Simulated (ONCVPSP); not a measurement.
## Configuration tests for Mn (ONCV)

```
Element                 : Mn (Z = 25)
Generator               : ONCVPSP 4.0.1
Type                    : optimised norm-conserving Vanderbilt (ONCV)
Functional              : PBE
Relativity              : scalar-relativistic
Frozen core             : [Ar]
Valence charge          : 7
Reference configuration : 3d5 4s2
Partial waves           : 4s: rc 2.75 bohr, ncon 4, nbas 9, qcut 1.9 1/bohr, 2 projectors, debl 2 Ha; p scattering state at 0.39 Ha: rc 2.05 bohr, ncon 3, nbas 7, qcut 4.7 1/bohr, 2 projectors, debl 1.3 Ha; 3d: rc 1.20 bohr, ncon 4, nbas 8, qcut 11.8 1/bohr, 1 projector
Local potential         : polynomial inside 0.80 bohr (lpopt 5, dvloc0 1 Ha)
Core correction         : Teter function, fcfact 5.75, rcfact 1.6
```

Energies are relative to the spin-unpolarised reference configuration 3d5 4s2; without spin polarisation the order of configurations can differ from experiment.

Task: Give the all-electron excitation energy and the error of the potential for: 3d5 4s1; 3d5 4s0; 3d4 4s0; 3d4 4s2.

Result:

| valence configuration | charge | ΔE all-electron (eV) | error AE − PS (meV) |
| --- | --- | --- | --- |
| 3d5 4s1 | +1 | 8.416 | -55 |
| 3d5 4s0 | +2 | 24.015 | -392 |
| 3d4 4s0 | +3 | 56.534 | -1056 |
| 3d4 4s2 | +1 | 13.187 | -116 |

Levels in the configuration 3d4 4s0:

```tsv
level	all-electron (eV)	pseudo (eV)
3d	-41.203	-42.277
```

Note: ghosts flagged at negative energy: s at -109.8 eV; GHOST(+) flagged for p at 18.6 eV, s at 97.9 eV. A true bound ghost makes a file unfit for plane-wave use.
